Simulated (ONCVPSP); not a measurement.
Building the ONCV potential for Si (Z = 14) (PBE, scalar-relativistic).

* Element: silicon (Si)
* Generator: ONCVPSP 4.0.1
* Type: optimised norm-conserving Vanderbilt (ONCV)
* Functional: PBE
* Relativity: scalar-relativistic
* Frozen core: [Ne]
* Valence charge: 4
* Reference configuration: 3s2 3p1 (charge +1)
* Partial waves: 3s: rc 1.90 bohr, ncon 4, nbas 9, qcut 3 1/bohr, 2 projectors, debl 2.1 Ha; 3p: rc 2.00 bohr, ncon 4, nbas 8, qcut 4.9 1/bohr, 2 projectors, debl 1.1 Ha; d scattering state at 0.06 Ha: rc 1.90 bohr, ncon 4, nbas 7, qcut 4.8 1/bohr, local
* Local potential: the d channel
* Core correction: Teter function fitted to the true core (icmod 2), fcfact 0.55

All-electron outer shells of the reference configuration (PBE, scalar-relativistic, ld1.x):

```json
{"shell": "2s", "level (eV)": "-149.00", "outermost node (bohr)": "0.15", "outermost maximum (bohr)": "0.45"}
{"shell": "2p", "level (eV)": "-105.08", "outermost node (bohr)": "–", "outermost maximum (bohr)": "0.39"}
{"shell": "3s", "level (eV)": "-19.03", "outermost node (bohr)": "0.72", "outermost maximum (bohr)": "1.75"}
{"shell": "3p", "level (eV)": "-11.66", "outermost node (bohr)": "0.71", "outermost maximum (bohr)": "2.04"}
```

Q: Estimate the cutoffs (Ha) at which the residual kinetic energy of the hardest occupied pseudo-wave falls to 1 and 0.1 mHa per electron.

A: 22 Ha and 62 Ha.

Q: What does a ghost test show?

A: No bound ghost flagged; GHOST(+) flagged for s at 120.0 eV.

Q: Which valence shell sets the plane-wave cutoff?

A: 3s: 22 Ha for 1 mHa per electron, against 4 Ha for 3p.

Q: Tests: 3s2 3p2; 3s2 3p0; 3s1 3p0; 3s2 3p1.5. Which has the largest error in its energy relative to the reference configuration, and how large is it?

A: 3s1 3p0, with +35 meV (all-electron minus pseudo) on +49.96 eV.
